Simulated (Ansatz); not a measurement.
Abridged output of a molecular run in Ansatz:

```
Functional definition: HF
1411 factors; integrals over basis functions are off by at most 1.4e-3 eV
mean field evaluation 1: about -21000.4134 eV, gradient 4.1e1 eV
mean field evaluation 2: about -21000.4181 eV, gradient 4.1e1 eV
mean field evaluation 4: about -21004.6273 eV, gradient 4.8e0 eV
mean field evaluation 8: about -21004.6923 eV, gradient 1.3e-4 eV
mean field -21004.69226101 eV, -771.9082031004 hartree, gradient 2.5e-6 eV, S^2 0.000000; 0 other end points of the search recorded, 0 dependent functions left out
14 core orbitals not correlated: weight in the atoms' cores, before any rotation towards them, 1.000 or more for the frozen orbitals, at most 0.000 for the correlated occupied ones
reference -21004.69226101 eV, -771.9082031004 hartree; 18, 18 occupied and 110, 110 virtual orbitals, 1411 factors
second order -21.40545705 eV of doubles, -0.00000000 eV of singles
cycle   1  -22.66155147 eV  change    -1.3e0 eV  update   1.1e-1
cycle   2  -23.32881345 eV  change   -6.7e-1 eV  update   3.4e-2
cycle   3  -23.46578471 eV  change   -1.4e-1 eV  update   1.5e-2
cycle   4  -23.46372385 eV  change    2.1e-3 eV  update   4.0e-3
cycle   5  -23.46405159 eV  change   -3.3e-4 eV  update   1.4e-3
cycle   6  -23.46420580 eV  change   -1.5e-4 eV  update   3.5e-4
cycle   7  -23.46416330 eV  change    4.3e-5 eV  update   1.1e-4
cycle   8  -23.46417928 eV  change   -1.6e-5 eV  update   3.5e-5
perturbative correction -0.67390814 eV, -0.0247656674 hartree
Total energy: -21028.83034843 eV, -772.7952614516 hartree
```

Its atoms:

Z-matrix (Å, degrees):
```
Si
C 1 1.857
O 1 1.642 2 108.9
C 1 1.858 2 111.5 3 120.2
H 1 1.492 2 109.0 3 -118.6
C 2 1.330 1 123.5 3 -3.1
H 2 1.090 1 118.6 3 177.0
Si 3 1.631 1 144.5 2 -86.8
H 4 1.093 1 110.6 2 58.7
H 4 1.092 1 110.9 2 178.6
H 4 1.093 1 110.6 2 -61.0
H 6 1.087 2 122.4 1 -179.8
H 6 1.087 2 121.6 1 0.1
H 8 1.487 3 110.7 1 -17.6
H 8 1.484 3 109.0 1 -138.0
H 8 1.487 3 109.8 1 102.6
```

(1) Which basis set was used?
A. def2-QZVPP
B. def2-SVP
C. cc-pV(Q+d)Z
D. cc-pV(T+d)Z

(2) Write the keys of the input that set method, charge and spin (a neutral closed shell needs none for the last two).

Results:

(1) B. It gives 142 functions.

(2) 
```yaml
correlation: {method: ccsd_t}
```
